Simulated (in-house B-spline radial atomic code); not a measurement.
Tl²⁺. Computed with a B-spline radial atomic code. Model: non-relativistic spherical atom: semilocal Troullier-Martins pseudo-atom, one channel per l, against all electrons, high spin, G0W0 and RPA with empty states to l = 8, local potential for every l without a channel, a model core (radius 0 = none) keeps its share of the functional.

The core holds an angular momentum without a channel of its own, so the local potential lets valence electrons into it.

Without relativity these are model numbers for so heavy an element.

What the tables leave out is listed at the end.

The pseudopotential gives back the lowest level of each angular momentum of its own functional in the configuration it was made in; a second state of the same l is only approximately right. Exact exchange, RPA and GW see the smooth pseudo-orbitals and miss the exchange with the core, for which the functional's share stands in. The column with an uncorrelated core keeps all orbitals and exact exchange, and so separates missing core correlation from pseudisation. Only the three outermost levels and the lowest empty one were computed. RPA here is direct RPA, with no exchange kernel, and its energies carry an (l + 1/2)⁻⁴ tail. A hybrid on a potential with a model core restores only its own semilocal share of the core's exchange.

Command:
```bash
python run_psgw.py task.json out
```
Settings (lengths in bohr, energies in hartree):
```
Z                      81
electrons              79
configuration          [Xe] 4f14 5d10 6s1
generated_in           [Xe] 4f14 5d10 6s2 6p1
functional             lda,vwn
core_shells            10
radius_factor          1.15
core_correction        True
ion_configuration      [Xe] 4f14 5d10
```

Cost of the run: 97 s on 1 thread of Arm Neoverse N1, with other jobs on the host.

Given: made with LDA VWN5; model core radius 0.724 bohr; local radius 1.066 bohr; mean-field start LDA VWN5.

Valence shells of the generating configuration: 5s, 5p, 5d, 6s, 6p.

Channel: s 1.03, p 1.081, d 1.267 (radii in bohr).

Computed: largest level miss in the spin-unpolarised generating configuration 0.147 eV; valence RPA correlation energy pseudo -1.2968 hartree; all-electron RPA polarisability, core included 13.595 bohr³; pseudo-atom RPA polarisability 13.243 bohr³; ionisation by mean-field pseudo minus all 0.317 eV; ionisation by RPA all-electron 26.553 eV; ionisation by RPA pseudo minus all 0.283 eV.

```tsv
level	occupied	mean-field all-electron (eV)	mean-field pseudo minus all (eV)	G0W0 all-electron (eV)	G0W0 uncorrelated core minus all (eV)	G0W0 pseudo minus all (eV)	exchange self-energy all-electron (eV)	exchange self-energy pseudo (eV)
6s up	1	-22.752	-0.271	-26.758	0.091	-0.352	-14.494	-13.158
5d down	1	-35.077	-0.116	-42.227	0.158	-0.459	-39.055	-32.825
5d up	?	?	?	?	?	?	?	?
6s down (empty)	0	-21.875	-0.279	-17.919	0.085	-0.29	-4.758	-3.3136
```

Problem. What belongs in the row 5d up?

Solution. occupied: 1; mean-field all-electron (eV): -35.311; mean-field pseudo minus all (eV): -0.122; G0W0 all-electron (eV): -42.498; G0W0 uncorrelated core minus all (eV): 0.15; G0W0 pseudo minus all (eV): -0.456; exchange self-energy all-electron (eV): -39.132; exchange self-energy pseudo (eV): -32.988.

Problem. What is the valence RPA correlation energy all-electron orbitals?

Solution. -1.1124 hartree.

Problem. What is the ionisation by mean-field all-electron?

Solution. 26.853 eV.

Given: mean-field start PBE0.

Computed: valence RPA correlation energy all-electron orbitals -1.0598 hartree; all-electron RPA polarisability, core included 12.563 bohr³; pseudo-atom RPA polarisability 12.425 bohr³; ionisation by mean-field all-electron 26.099 eV; ionisation by mean-field pseudo minus all 0.177 eV; ionisation by RPA all-electron 26.414 eV.

```
          level  occupied  mean-field all-electron (eV)  mean-field pseudo minus all (eV)  G0W0 all-electron (eV)  G0W0 uncorrelated core minus all (eV)  G0W0 pseudo minus all (eV)  exchange self-energy all-electron (eV)  exchange self-energy pseudo (eV)
          6s up         1                        -23.11                            -0.159                  -26.55                                  0.089                      -0.176                                 -14.164                           -12.819
        5d down         ?                             ?                                 ?                       ?                                      ?                           ?                                       ?                                 ?
          5d up         1                       -37.336                            -0.123                 -42.556                                  0.137                      -0.196                                 -39.237                           -33.083
6s down (empty)         0                       -20.021                            -0.155                 -17.698                                  0.082                      -0.154                                 -4.3813                           -3.0341
```

Problem. What belongs in the row 5d down?

Solution. occupied: 1; mean-field all-electron (eV): -37.084; mean-field pseudo minus all (eV): -0.118; G0W0 all-electron (eV): -42.333; G0W0 uncorrelated core minus all (eV): 0.162; G0W0 pseudo minus all (eV): -0.177; exchange self-energy all-electron (eV): -39.22; exchange self-energy pseudo (eV): -32.971.

Problem. What is the valence RPA correlation energy pseudo?

Solution. -1.2273 hartree.

Problem. What is the ionisation by RPA pseudo minus all?

Solution. 0.165 eV.

Among the listed levels the largest G0W0 shift of the pseudo-atom is -0.46 eV, for 5d down on the LDA VWN5 start, while leaving the core uncorrelated moves that level by +0.16 eV. So pseudisation and the lost core exchange, not the missing core correlation, make the error. Not in the tables (levels of low weight, unsolved or above zero; the highest and the empty levels are kept at any weight): no Hartree-Fock pseudo-atom is run with a model core.
